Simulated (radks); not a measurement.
Q: These are the eigenvalues of the occupied orbitals of an atom or ion with whole-number occupations (eV). Method: scalar-relativistic Kohn-Sham, r2SCAN, spin-polarised, spherical densities, finite nucleus; meta-GGA in the generalised Kohn-Sham scheme; Fermi nuclear charge, rms radius of each element as measured or else 0.836 A^(1/3) + 0.57 fm; computed with a radial shooting solver on a logarithmic mesh with Libxc functionals.

orbital  eigenvalue
1s down   -25457.98
1s up     -25457.97
2s up     -3830.548
2s down   -3829.148
2p up     -3441.060
2p down   -3440.028
3s up     -771.8166
3s down   -771.4801
3p up     -642.9811
3p down   -642.4879
3d up     -440.5753
3d down   -439.5178
4s up     -174.8760
4s down   -169.9584
4p up     -136.4714
4p down   -131.3773
4d up      -79.5130
4d down    -74.3922

Which element is it, and in what charge state? The configuration may be excited. Open shells, if any, are filled with parallel spins first.

A: Z = 47, silver, charge +5: Ag5+ in [Kr] 4d6. The list shows which subshells hold electrons but not how many an open one holds; the 1s level, -935.56 hartree, gives Z - s = 43.3 by -(Z - s)^2/2, which with screening and relativity narrows Z to a few neighbours, and the depths of the outer levels then fix element, charge and occupations together.
